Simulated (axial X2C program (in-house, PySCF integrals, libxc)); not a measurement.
## PdSn with a deliberately poor setting

Computed with an in-house relativistic program for diatomic molecules.

The run was started with this input:
```json
{"zs": [50, 46], "q": 0, "bas": ["dyall-v2z", "dyall-v2z"], "levels": ["PBE0", "HF", "BLYP", "TPSS"], "cc": false, "r0": 2.6, "npts": 10, "nst": 2, "ntry": 6, "opt": {"maxit": 3}}
```
```bash
python so2c.py task.json out
```

Keys: zs atomic numbers; q charge; bas basis sets; levels methods; cc coupled cluster on or off; r0 starting distance in Å; npts points on the curve; nst determinants followed; ntry starts of the search; maxit SCF iteration limit on the curve. HF also brings MP2.

**Question.** One numerical setting was spoiled on purpose. Which, and what came out?

**Answer.** Too few iterations allowed. States: spin-free M_S = 0, Λ = 0; 2c Ω = 0. The apparent results, which are not to be taken for properties of PdSn:

| Hamiltonian | level | points converged | Re (Å) | ωe (cm⁻¹) | De (eV) | curve-fit residual (μEh) |
| --- | --- | --- | --- | --- | --- | --- |
| spin-free | PBE0 | 1 of 10 | n/a | n/a | n/a | n/a |
| spin-free | HF | 0 of 10 | n/a | n/a | n/a | n/a |
| spin-free | BLYP | 0 of 10 | n/a | n/a | n/a | n/a |
| spin-free | TPSS | 0 of 10 | n/a | n/a | n/a | n/a |
| 2c | PBE0 | 1 of 10 | n/a | n/a | n/a | n/a |
| 2c | HF | 0 of 10 | n/a | n/a | n/a | n/a |
| 2c | BLYP | 0 of 10 | n/a | n/a | n/a | n/a |
| 2c | TPSS | 0 of 10 | n/a | n/a | n/a | n/a |
